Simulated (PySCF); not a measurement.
C4H4OSe, SMILES [Se]1[C@@H](C=C1)C=O. Atoms are numbered in the order given.

```xyz
10

O     -1.9410     0.7950    -1.6936
C     -1.8158     0.3429    -0.5863
C     -0.6743     0.6837     0.3372
C      0.4466     1.5078    -0.2430
C      1.4754     0.6524    -0.2272
Se     0.5773    -0.8638     0.5249
H     -2.5594    -0.3804    -0.1637
H     -1.0431     0.9964     1.3277
H      0.3918     2.5370    -0.6069
H      2.5183     0.7359    -0.5393
```

The structure is a stationary point at ωB97X-D3(BJ)/def2-SVP. The structure was generated by enumeration; whether it is a known compound was not checked. Other conformers were not sampled.

Vertical ionisation energy (IE) and electron affinity (EA) in eV. Rows of orbital energies are one-electron estimates. Where ΔSCF, EOM or ADC give a negative EA the extra electron is unbound and the value depends on the basis.

```csv
level,IE,EA
"−ε(HOMO), −ε(LUMO), HF/def2-TZVP (PySCF)",8.78,-2.15
"−ε(HOMO), −ε(LUMO), PBE/def2-TZVP (PySCF)",…,…
```

**Question.** Some entries are withheld; supply them. (The exact figures need the calculation; the answer reports its results.)

**Answer.** 
- −ε(HOMO), −ε(LUMO), PBE/def2-TZVP (PySCF), IE: 5.41
- −ε(HOMO), −ε(LUMO), PBE/def2-TZVP (PySCF), EA: 2.58
